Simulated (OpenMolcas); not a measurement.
**neutral germanium: effect of the IPEA shift**

```json
{
 "Program": "OpenMolcas",
 "Basis": "ANO-R1 [5s4p3d1f]",
 "Scalar Hamiltonian": "X2C, finite nucleus",
 "Active space": "2 electrons in 3 orbitals (4p)",
 "State averaging": "2S+1 = 3 even, 3 roots; 2S+1 = 1 even, 6 roots",
 "Spin-orbit coupling": "state interaction with AMFI integrals over the reference wave functions, term energies averaged over their components"
}
```

Methods on the same reference wave functions:
A. CASSCF
B. SS-CASPT2, IPEA 0 Eh, imaginary shift 0.1 Eh (closed shells correlated: 3d 4s)
C. SS-CASPT2, IPEA 0.25 Eh, imaginary shift 0.1 Eh (closed shells correlated: 3d 4s)

Energies in cm⁻¹ above 4s² 4p² ³P₀, the measured ground level; measured values from NIST Handbook of Basic Atomic Spectroscopic Data.

```
      Level      A      B      C  Measured
4s² 4p² ³P₀    0.0    0.0    0.0       0.0
4s² 4p² ³P₁    444    452    453       557
4s² 4p² ³P₂   1193   1199   1198      1410
4s² 4p² ¹D₂   9555   9060   8660      7125
4s² 4p² ¹S₀  22501  19520  19240     16367
```

Deviations, from unrounded energies. A percentage is the sum of absolute deviations over the sum of measured energies, with the sign that they share, or ± where signs differ.

```csv
Against measurement,Levels,A,B,C
mean absolute deviation (cm-1),4,2200,1300,1200
fine structure of the ground term (%),2,-16.8,-16.1,-16.1
other terms of the ground configuration (%),2,+36.5,+21.6,+18.8
```

C lies closest to measurement on these levels and A furthest from it. The largest miss of C in the table is 4s² 4p² ¹S₀, by +2900 cm-1. The ranking rests on the paired levels alone, and a cruder setting can come out closer through cancelling errors.

Between B and C the level of the table that moves most is 4s² 4p² ¹D₂, by 400 cm-1 (lowest in C, highest in B). Moves below CASPT2's spread within the term are not significant.

From A to B the spin-free energies of the other terms of 4s² 4p² shown, above ³P, scale by factors of 0.86 to 0.94.

The lowest spin-free term lies below A's lowest term by 0.427 hartree in B, 0.421 hartree in C.

CASPT2 does not keep the components of a term degenerate, so their means are used; among the terms shown or strongly mixed into the levels shown the widest spread is 94 cm-1 (4s² 4p² ¹D, C). With the s shell closed, the reference lacks s² → p² mixing. Without dynamic correlation excited terms often stand tens of per cent too high (terms of higher spin than the ground term too low), and those without a measured partner can miss by more than the paired ones (holds for A). Some terms miss by over 15 % even with CASPT2, which points to a basis or an active space too small for the shells correlated (holds for B; C). Measured partners are found by configuration, term and J. A level has none where our copy of the source lacks it or the pairing is in doubt (some pairs that miss far off the trend of their configuration count as doubtful), and it then counts in no deviation. Only configurations of the active space appear.
